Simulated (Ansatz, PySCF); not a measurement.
Ge(H)(F)(NH2)2 (FGeH5N2), SMILES [NH2][GeH]([NH2])[F]. Atoms are numbered in the order given.

```xyz
9

Ge    -0.0510     0.1833    -0.1627
N      1.3506    -0.8037    -0.7227
N     -1.3384    -0.9957     0.3212
F      0.2436     1.0569     1.3246
H     -0.3378     1.2798    -1.2003
H      1.6528    -1.5366    -0.0877
H      2.1518    -0.3053    -1.0960
H     -2.1066    -0.6070     0.8596
H     -1.6983    -1.5876    -0.4210
```

Geometry optimised at PBE0-D3(BJ)/def2-SVP. The structure was generated by enumeration, and PubChem lists no compound with its InChIKey, so it may never have been made. The values are those of a single conformer.

Two levels are set side by side: PBE-D3(BJ)/def2-SVP (Ansatz, an electronic-structure program) and PBE0-D3(BJ)/def2-SVP (Ansatz). Each level has its own optimised geometry; the coordinates shown are those of the second. Frequencies come from the Hessian of PySCF at each geometry. Differences are taken from unrounded values.

| quantity | PBE0-D3(BJ) |
|---|---|
| mean bond length (Å) | 1.370 |
| bond Ge1–N2 (Å) | 1.803 |
| bond Ge1–N3 (Å) | 1.811 |
| bond Ge1–F4 (Å) | 1.750 |
| bond Ge1–H5 (Å) | 1.537 |
| bond N2–H6 (Å) | 1.016 |
| bond N2–H7 (Å) | 1.015 |
| bond N3–H8 (Å) | 1.015 |
| bond N3–H9 (Å) | 1.015 |
| highest harmonic wavenumber (cm⁻¹) | 3699 |
| mean harmonic wavenumber (cm⁻¹) | 1304 |
| zero-point energy (kcal/mol) | 39.15 |

Task: What does PBE-D3(BJ) give, and how far is it from PBE0-D3(BJ)? (An estimate is asked for; the answer gives what the named calculation found.)

Result: 
| quantity | PBE-D3(BJ) | PBE-D3(BJ) minus PBE0-D3(BJ) |
|---|---|---|
| mean bond length (Å) | 1.385 | 0.015 |
| bond Ge1–N2 (Å) | 1.825 | 0.021 |
| bond Ge1–N3 (Å) | 1.834 | 0.023 |
| bond Ge1–F4 (Å) | 1.770 | 0.020 |
| bond Ge1–H5 (Å) | 1.552 | 0.015 |
| bond N2–H6 (Å) | 1.026 | 0.010 |
| bond N2–H7 (Å) | 1.025 | 0.010 |
| bond N3–H8 (Å) | 1.026 | 0.011 |
| bond N3–H9 (Å) | 1.026 | 0.011 |
| highest harmonic wavenumber (cm⁻¹) | 3563 | -137 |
| mean harmonic wavenumber (cm⁻¹) | 1259 | -45 |
| zero-point energy (kcal/mol) | 37.80 | -1.36 |

GGA bonds tend to be longer and softer than those of functionals with exact exchange. Differences between two approximate levels are no errors against the true value.
